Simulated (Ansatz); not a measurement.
A run for Ansatz (a quantum-chemistry and plane-wave program): R-r2SCAN/def2-TZVPP on F3In (SMILES [F][In]([F])[F]), atoms moved off the minimum. Elements past Kr take the def2 small-core potentials; no spin–orbit coupling.

Ansatz 0.2 input:
```yaml
crystal:
  periodic: [false, false, false]
  atoms:
    - {symbol: In, position_ang: [-0.00338203, -0.15132618, 0.04321238]}
    - {symbol: F, position_ang: [-1.67712199, -1.06006951, -0.12626796]}
    - {symbol: F, position_ang: [0.06950520, 1.90424280, -0.61417070]}
    - {symbol: F, position_ang: [1.72307295, -0.80563608, 0.75642068]}
basis:
  gaussian:
    orbitals: def2-TZVPP
hamiltonian:
  xc: {name: r2SCAN}
scf: {lower_state_search: off}
output: {forces: true}
```

Program output:

```
WARN ansatz: RAYON_NUM_THREADS=6 ignored (pool sized by the plan → 6); use --threads N
Functional definition: r2SCAN
these checks for a lower state are left out or cut short: stability, starts, cluster_reference, orbital_swaps, neighbouring_geometries, increment
integrals: 0.05 GiB planned
856 factors; their error is unknown
mean field: 0.44 GiB planned
mean field evaluation 1: about -13319.4692 eV, gradient 7.5e1 eV
mean field evaluation 2: about -13237.5408 eV, gradient 2.2e2 eV
mean field evaluation 4: about -13327.8326 eV, gradient 2.1e1 eV
mean field evaluation 8: about -13328.4688 eV, gradient 1.6e-1 eV
mean field evaluation 16: about -13328.4674 eV, gradient 6.0e-4 eV
mean field -13328.46742836 eV, -489.8121436326 hartree, gradient 9.1e-6 eV, S^2 0.000000; 0 other end points of the search recorded, 0 dependent functions left out
the calculation of the forces begins
reference -13328.46745097 eV, -489.8121444632 hartree; 24, 24 occupied and 119, 119 virtual orbitals, 856 factors
Total energy: -13328.46745097 eV, -489.8121444632 hartree
Atom 0 at    -0.003382    -0.151326     0.043212 Å, force     1.267769     2.558736    -0.469106 eV/Å
Atom 1 at    -1.677122    -1.060070    -0.126268 Å, force     0.011123    -0.056064     0.017993 eV/Å
Atom 2 at     0.069505     1.904243    -0.614171 Å, force    -0.121032    -2.857829     0.905210 eV/Å
Atom 3 at     1.723073    -0.805636     0.756421 Å, force    -1.157860     0.355157    -0.454097 eV/Å
Dipole moment:    -0.085917    -0.330546     0.078843 e Å
Checks for a lower state left out: stability, starts, cluster_reference, orbital_swaps, neighbouring_geometries, increment
```

The run converged.

Cost: about 4 core-seconds (a rough figure).
